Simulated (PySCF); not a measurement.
O₂Se, SMILES [Se](=O)=O.

Coordinates come from a ωB97X-D3(BJ)/def2-TZVP optimisation.

Computed with B3LYP/def2-TZVPD (PySCF).

Symmetry labels are those of the subgroup C2v that the program uses (full group C2v).

Computed valence orbital energies around the gap with their symmetry:
```
orbital  symmetry  energy (eV)
-------  --------  -----------
HOMO−7         B2       -27.29
HOMO−6         A1       -17.81
HOMO−5         B2       -12.68
HOMO−4         A1       -12.46
HOMO−3         B1       -12.43
HOMO−2         A2        -9.66
HOMO−1         B2        -9.38
HOMO           A1        -9.04
LUMO           B1        -4.39
LUMO+1         A1        -0.48
LUMO+2         B2        -0.28
LUMO+3         A1         0.01
```
